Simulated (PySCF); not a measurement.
(CF3)3CH, C4HF9.
SMILES: `FC(F)(F)C(C(F)(F)F)C(F)(F)F`

Method: PySCF, PBE0-D3(BJ)/def2-SVP geometry optimisation, gas phase.

Take the most abundant isotopes and a rigid rotor. 

Problem. Give the principal moments of inertia and the rotational constants in MHz.

Solution. Ia = 554.83, Ib = 555.46, Ic = 852.23 u·Å²; 505379 MHz·u·Å²/I gives A = 910.9, B = 909.8, C = 593.0 MHz.

Problem. Classify the top.

Solution. An oblate symmetric top, as the point group C3 requires two equal moments; the computed ones differ by 0.11 % because the geometry is symmetric only within the optimiser's tolerance; Ray's κ = 0.994.

Problem. What does the inertial defect say?

Solution. Not planar: Δ = Ic − Ia − Ib = -258.07 u·Å². For a rigid frame Δ = −2 Σ m c², so Σ m c² = 129.03 u·Å² lies off the ab plane: 2.60 from hydrogen and 126.44 from heavier atoms. The atom farthest from that plane is 1.60 Å away.

Problem. Where do the R-branch lines fall?

Solution. The dipole of 1.35 D lies along the symmetry axis, so ΔK = 0 and J+1 ← J falls at 2B(J+1) for every K: 1.82 GHz, 3.64 GHz, 5.46 GHz, 7.28 GHz, 9.10 GHz for J = 0 to 4.

No PBE0-D3(BJ)/def2-SVP frequencies stand behind this structure, so it isn't proved a minimum. Zero-point vibration and centrifugal distortion are left out.

Shape of the structure used: `[F:1][C:2]([F:3])([F:4])[CH:5]([C:6]([F:7])([F:8])[F:9])[C:10]([F:11])([F:12])[F:13]`: F1–C2–C5–C6 48°, C2–C5–C6–F7 160°, C2–C5–C10–F11 48°.
